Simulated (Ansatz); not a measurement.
```yaml
crystal:
  periodic: [false, false, false]
  atoms:
    - {symbol: C, position_ang: [-2.157958, 0.435512, 0.114371]}
    - {symbol: C, position_ang: [-1.317793, -0.452603, -0.777959]}
    - {symbol: N, position_ang: [0.098656, -0.403131, -0.500694]}
    - {symbol: C, position_ang: [0.844511, -1.339755, -1.313603]}
    - {symbol: Ti, position_ang: [1.105458, 0.605293, 0.725831]}
    - {symbol: O, position_ang: [0.347270, 2.204804, 1.085802]}
    - {symbol: O, position_ang: [2.771885, 0.798717, 0.032643]}
    - {symbol: O, position_ang: [1.198847, -0.314711, 2.290146]}
    - {symbol: H, position_ang: [-1.883672, 1.485017, 0.001934]}
    - {symbol: H, position_ang: [-3.213946, 0.323768, -0.139875]}
    - {symbol: H, position_ang: [-2.036602, 0.164989, 1.167338]}
    - {symbol: H, position_ang: [-1.491510, -0.181029, -1.831267]}
    - {symbol: H, position_ang: [-1.658945, -1.495530, -0.677635]}
    - {symbol: H, position_ang: [1.914153, -1.280699, -1.101460]}
    - {symbol: H, position_ang: [0.709114, -1.130568, -2.383922]}
    - {symbol: H, position_ang: [0.515448, -2.372646, -1.131436]}
    - {symbol: H, position_ang: [0.042075, 2.553881, 1.923650]}
    - {symbol: H, position_ang: [3.359183, 1.554323, 0.056509]}
    - {symbol: H, position_ang: [0.811828, -1.160133, 2.516126]}
basis:
  gaussian: {orbitals: def2-TZVPD, fitting: {mean_field: cc-pVTZ-jkfit}}
hamiltonian: {xc: {name: SVWN5}}
```

```sh
$ ansatz run in.yaml --threads 4 --pin off --events-out ev --progress --plain --max-ram 66560MiB --backend cuda --devices 0, --max-vram 37GiB
```

Output, abridged:

```
Functional definition: SVWN5
Error: <dir> the basis set cc-pVTZ-JKFIT has no functions for Ti
```

It took 2.8 s on 4 threads of an AMD EPYC 7R13 on a shared host and a share of an NVIDIA H100 80 GB, with 0.86 GiB of host memory at the peak.
